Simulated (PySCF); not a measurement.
Si(Cl)2(H)(SH) (Cl₂H₂SSi), SMILES S[SiH](Cl)Cl. Atoms are numbered in the order given.

```xyz
6

Si    -0.0664     0.0128     0.5133
S      1.8117    -0.8023    -0.0657
Cl    -0.3032     1.9439    -0.1733
Cl    -1.4795    -1.2124    -0.3367
H     -0.2693     0.0500     1.9791
H      2.5169     0.1722     0.5561
```

Geometry optimised at r2SCAN-D4/def2-SVP. One conformer was computed; it need not be the lowest.

Method: B3LYP/pcJ-1 in PySCF.

Isotropic couplings with Fermi-contact, spin-dipole and both spin-orbit terms, one fixed conformer, no vibrational averaging. Isotopes: 1H, 29Si.

Computed spin–spin coupling constants:
| pair | bonds apart | J (Hz) |
|---|---|---|
| Si1–H5 | 1 | -357.5 |
| Si1–H6 | 2 | 4.2 |
